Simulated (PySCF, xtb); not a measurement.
Nb(NH)(F)2(NH2) (F2H3N2Nb), SMILES [NH]=[Nb]([F])([F])[NH2], multiplicity 1.

xtb with GFN2-xTB at its own geometry gives an orbital gap of 3.54 eV and a dipole moment of 3.41 D.

Geometry: PBE0-D3(BJ)/def2-SVP. The spin state was assumed, not searched. The def2 effective core potentials stand for the cores of Nb; spin–orbit coupling is left out. One conformer was computed; it need not be the lowest.

Task: What does PySCF with CAM-B3LYP/def2-TZVP give? (Estimate from the structure and the level; the computed values follow.)

Result: gap 9.54 eV (levels -9.67 and -0.13 eV), dipole 2.60 D.
